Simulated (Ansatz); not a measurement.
C₃H₉B, triplet, geometry from GFN2-xTB (a higher spin typed on purpose: for a closed-shell molecule this is an excited state). Base run: PBE0/STO-3G (Ansatz, a program for electronic structure).

Input for Ansatz:
Ansatz 0.2 input:
```yaml
crystal:
  periodic: [false, false, false]
  atoms:
    - {symbol: B, position_ang: [0.05650358, 0.39417268, 0.34215853]}
    - {symbol: C, position_ang: [1.41954857, -0.13518450, -0.48372115]}
    - {symbol: H, position_ang: [1.23896787, -1.03247355, -1.07187377]}
    - {symbol: H, position_ang: [2.08937162, -0.36474791, 0.33933365]}
    - {symbol: H, position_ang: [1.85126810, 0.63004949, -1.11693327]}
    - {symbol: C, position_ang: [-0.56583753, -0.64972355, 1.37286759]}
    - {symbol: H, position_ang: [-0.79811715, -1.61888125, 0.91410609]}
    - {symbol: H, position_ang: [-1.49285218, -0.28887489, 1.82201511]}
    - {symbol: H, position_ang: [0.10206547, -0.85538698, 2.21126460]}
    - {symbol: C, position_ang: [-0.85670585, 0.67333727, -1.03925510]}
    - {symbol: H, position_ang: [-1.79304235, 1.01427906, -0.60819344]}
    - {symbol: H, position_ang: [-1.02816575, -0.22719148, -1.62518173]}
    - {symbol: H, position_ang: [-0.43404466, 1.44178876, -1.67467795]}
basis:
  gaussian:
    orbitals: STO-3G
hamiltonian:
  xc: pbe0
magnetization: {spin_polarized: true, initial_magnetization: 2}
```

The base run was repeated with changes; each row names its change, and settings that it needs were set with it.

```json
[
 {"change": "base", "basis functions": "29", "E (Eh)": "-142.50431"},
 {"change": "basis = 6-31G", "basis functions": "54", "E (Eh)": "-144.20825"},
 {"change": "basis = def2-SV(P)", "basis functions": "74", "E (Eh)": "-144.11546"},
 {"change": "basis = 6-31+G*", "basis functions": "94", "E (Eh)": "-144.24583"},
 {"change": "basis = pcseg-1", "basis functions": "101", "E (Eh)": "-144.21421"},
 {"change": "basis = 6-31G**", "basis functions": "105", "E (Eh)": "-144.25266"},
 {"change": "basis = def2-SVPD", "basis functions": "152", "E (Eh)": "-144.14736"},
 {"change": "basis = aug-pcseg-1", "basis functions": "173", "E (Eh)": "-144.21952"},
 {"change": "basis = aug-cc-pVDZ", "basis functions": "173", "E (Eh)": "-144.25746"},
 {"change": "basis = def2-TZVP", "basis functions": "178", "E (Eh)": "-144.29593"},
 {"change": "basis = pc-2", "basis functions": "246", "E (Eh)": "-144.30161"},
 {"change": "basis = cc-pVTZ", "basis functions": "246", "E (Eh)": "-144.29531"},
 {"change": "basis = pcseg-2", "basis functions": "246", "E (Eh)": "-144.29793"}
]
```

Totals compare only among sets that treat the same electrons; sets with core potentials leave the core out.
